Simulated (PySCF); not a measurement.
## Removing an electron from W(CH)Me3

W(CH)Me3, C4H10W (singlet state).
Structure used (PBE0-D3(BJ)/def2-SVP), in Å, numbered top down from 1:
```xyz
15
C4H10W angstrom
W      0.0028   -0.0027    0.1179
C      0.0047   -0.0050    1.8631
H      0.0069   -0.0049    2.9565
C      2.0589   -0.0312   -0.3450
H      2.1964   -0.0974   -1.4427
H      2.5979   -0.8647    0.1352
H      2.5306    0.9026    0.0119
C     -1.0116    1.7856   -0.3408
H     -0.9974    1.9488   -1.4371
H     -0.5965    2.6759    0.1591
H     -2.0640    1.6942   -0.0148
C     -1.0520   -1.7682   -0.3403
H     -2.0503   -1.8022    0.1270
H     -0.4927   -2.6450    0.0326
H     -1.1664   -1.8619   -1.4386
```

Level: wB97X-D/def2-SVPD (PySCF). Frontier orbitals with their largest atomic shares (Löwdin; up to four atoms above 4 %):

| orbital | ε (eV) | main atoms |
| --- | --- | --- |
| HOMO−3 | -10.15 | W1 33 %, C12 31 %, C8 13 %, C4 5 % |
| HOMO−2 | -10.14 | W1 33 %, C4 28 %, C8 20 %, H5 4 % |
| HOMO−1 | -8.48 | ? |
| HOMO | -8.48 | ? |
| LUMO | 0.48 | W1 56 %, C4 10 %, C2 8 %, C12 6 % |
| LUMO+1 | 0.48 | W1 56 %, C8 9 %, C2 8 %, C12 7 % |
| LUMO+2 | 1.41 | W1 46 %, C8 6 %, C4 6 %, C12 6 % |

Question: What vertical ionisation energy does ΔSCF give, and how far is −ε(HOMO) from it?

Answer: ΔSCF: 8.47 eV (817 kJ/mol; threshold wavelength 146 nm); ⟨S²⟩ of the doublet left behind is 0.756, against 0.75 for a pure doublet. −ε(HOMO) is 8.48 eV, the same within 0.01 eV. In exact Kohn–Sham theory the two would be equal; wB97X-D (range-separated hybrid) comes within 0.01 eV of that here.

Question: On which atoms does the HOMO lie?

Answer: HOMO: C2 41 %, W1 40 %, C12 5 %, H3 4 %; HOMO−1: C2 41 %, W1 40 %, C4 6 %, H3 4 %. These 2 orbitals lie within 0.02 eV of one another; within a degenerate set any mixture serves as well, and the shares of a single orbital can change with the mixture. The HOMO−2 lies 1.66 eV lower.

Question: What total energies stand behind the ΔSCF value?

Answer: E(N) = -225.32699 Eh and E(N − 1) = -225.01567 Eh at the same geometry, 0.31132 Eh apart.

Question: With α = 94.7 au, estimate the like-pair dispersion coefficient by London's formula C6 = (3/4)α²I.

Answer: I = 0.3113 Eh, so C6 ≈ 2090 au, a rough estimate.

Question: Shift the occupied levels rigidly so that −ε(HOMO) equals the ΔSCF value. What binding energies result?

Answer: The shift is -0.01 eV: HOMO 8.47, HOMO−1 8.47, HOMO−2 10.13, HOMO−3 10.14 eV. A rigid shift is only a rough guide to the deeper ionisations.

Question: What kinetic energy would electrons from this vertical process carry with He I light (21.218 eV)?

Answer: 21.22 − 8.47 = 12.75 eV.

Geometry: PBE0-D3(BJ)/def2-SVP; no solvent, vibrations or thermal averaging. Atoms past krypton carry effective core potentials; spin–orbit coupling is left out.

Note: wB97X-D ran without an empirical dispersion term, which enters the total energy and its gradient alone.
